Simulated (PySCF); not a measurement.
SnOCl2, SMILES [O]=[Sn]([Cl])[Cl].

Coordinates come from a B3LYP-D3(BJ)/def2-SVP optimisation. The def2 effective core potentials stand for the cores of Sn; spin–orbit coupling is left out.

Method: TDDFT-PBE/def2-SVPD (PySCF).

Vertical excitations.  State labels are in the subgroup C2v.

| state | symmetry | energy (eV) | λ (nm) | f | main pairs |
|---|---|---|---|---|---|
| S1 | B2 | 2.46 | 505 | 0.011 | HOMO→LUMO 100 % |
| S2 | B1 | 2.80 | 443 | 0.004 | HOMO−1→LUMO 100 % |
| S3 | A2 | 3.73 | 333 | 0.000 | HOMO→LUMO+1 100 % |
| S4 | B2 | 3.83 | 324 | 0.017 | HOMO−2→LUMO 98 % |
| S5 | A2 | 3.97 | 312 | 0.000 | HOMO−4→LUMO 100 % |
| S6 | A1 | 4.03 | 307 | 0.010 | HOMO−3→LUMO 84 %, HOMO−1→LUMO+1 13 % |
| S7 | B1 | 4.51 | 275 | 0.015 | HOMO−5→LUMO 99 % |
| S8 | A1 | 4.54 | 273 | 0.004 | HOMO−1→LUMO+1 59 %, HOMO−6→LUMO 35 % |
| S9 | A2 | 5.06 | 245 | 0.000 | HOMO−2→LUMO+1 100 % |
| S10 | B1 | 5.26 | 236 | 0.001 | HOMO−3→LUMO+1 99 % |
| T1 | B2 | 1.88 | 658 | 0 | HOMO→LUMO 100 % |
| T2 | B1 | 2.24 | 554 | 0 | HOMO−1→LUMO 99 % |
| T3 | A1 | 3.33 | 372 | 0 | HOMO−1→LUMO+1 47 %, HOMO−3→LUMO 46 % |
| T4 | A2 | 3.43 | 362 | 0 | HOMO→LUMO+1 99 % |
Triplets are in the Tamm–Dancoff approximation, which puts them higher than full response would, so one can lie above its singlet here.
